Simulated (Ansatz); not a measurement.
Two isomers of C5H8O2S: A = `CC1C=CCS1(=O)=O`, B = `CC1=CCS(=O)(=O)C1`.

Isolated molecules relaxed with PBE0-D4/def2-TZVP in Ansatz; ΔE leaves out vibrations. CCSD(T)/CBS is the MP2 limit (def2-TZVPP, def2-QZVPP) plus CCSD(T) − MP2 in def2-TZVPP, frozen cores. Functionals use def2-TZVPP. B3LYP here is the variant with VWN-RPA as its local correlation; programs differ in this.

A:

```xyz
16

C     0.751   -0.238    1.921
C    -0.239    0.115    0.828
C    -0.785   -1.044    0.059
C    -0.834   -0.932   -1.264
C    -0.342    0.350   -1.845
S     0.529    1.127   -0.472
O     1.920    0.777   -0.567
O     0.144    2.504   -0.333
H     1.138    0.659    2.405
H     1.592   -0.798    1.512
H     0.254   -0.847    2.679
H    -1.046    0.739    1.226
H    -1.106   -1.935    0.588
H    -1.200   -1.721   -1.911
H     0.369    0.225   -2.664
H    -1.144    1.021   -2.160
```

B:

```xyz
16

C     1.652   -0.137   -1.509
C     0.541   -0.141   -0.520
C    -0.538   -0.922   -0.572
C    -1.549   -0.774    0.512
S    -1.054    0.738    1.354
O    -1.815    1.830    0.814
O    -0.993    0.534    2.775
C     0.598    0.796    0.646
H     1.750    0.847   -1.978
H     2.609   -0.354   -1.025
H     1.486   -0.878   -2.292
H    -0.696   -1.639   -1.370
H    -2.570   -0.627    0.151
H    -1.537   -1.589    1.239
H     0.800    1.832    0.363
H     1.314    0.485    1.410
```

(1) Which is lower in electronic energy at CCSD(T)/CBS, and by how much? (An estimate is asked.)

(2) Give E(B) − E(A) in kJ/mol with PBE-D4, CCSD/def2-TZVPP, B2PLYP, HF/def2-TZVPP, PBE0-D4, CCSD(T)/def2-TZVPP, B3LYP-D4. (An estimate is asked.)

Largest T1 diagnostic: 0.015.

## Answers

(1) Ansatz gave: B, by 7.7 kJ/mol.

(2) Computed: PBE-D4 -10.9, CCSD/def2-TZVPP -8.2, B2PLYP -10.4, HF/def2-TZVPP -12.7, PBE0-D4 -11.3, CCSD(T)/def2-TZVPP -7.1, B3LYP-D4 -9.6. None reverses the order clearly.

In def2-TZVPP, CCSD(T) changes the Hartree–Fock value by +5.6 kJ/mol (the triples alone add +1.1 kJ/mol) and MP2 by +5.2 kJ/mol. The D4 term adds +3.2 kJ/mol with B3LYP and +1.7 kJ/mol with PBE0; it sums over pairs of atoms, weighted by their polarisabilities, and B3LYP, whose exchange is more repulsive, gets the larger term.
